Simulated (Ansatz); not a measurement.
Isolated molecules relaxed with PBE0-D4/def2-TZVP in Ansatz; ΔE leaves out vibrations. CCSD(T)/CBS adds triple-zeta CCSD(T) − MP2 to the extrapolated MP2 energy (def2 sets, frozen cores). This one scheme is used for every species. DFT in def2-TZVPP. Triplets are unrestricted, without spin–orbit coupling. Each species was taken in one conformer, which may not be the lowest.

`N[SiH](S)CCl` → `[CH2]` (triplet) + `N[SiH](S)Cl`  (formal loss of a carbene)

```
             level  ΔE (kcal/mol)  difference from CCSD(T)/CBS
           ωB97X-V           75.2                          2.6
           ωB97M-V           73.2                          0.6
               PBE           73.4                          0.8
            r2SCAN           66.2                         -6.4
              PBE0           70.4                         -2.2
     HF/def2-TZVPP           34.9                        -37.7
CCSD(T)/def2-TZVPP           70.2                         -2.4
    MP2/def2-QZVPP           73.5                          0.9
SCS-MP2/def2-QZVPP           74.3                          1.7
    CCSD/CBS(def2)           69.4                         -3.2
       CCSD(T)/CBS           72.6                            0
```

Largest T1 diagnostic among the species: 0.011.

From PBE to PBE0 (25 % exact exchange), in def2-TZVPP and without D4, ΔE moves by −2.9 kcal/mol. In def2-TZVPP, CCSD(T) changes the Hartree–Fock value by +35.3 kcal/mol (the triples alone add +3.2 kcal/mol) and MP2 by +37.3 kcal/mol.
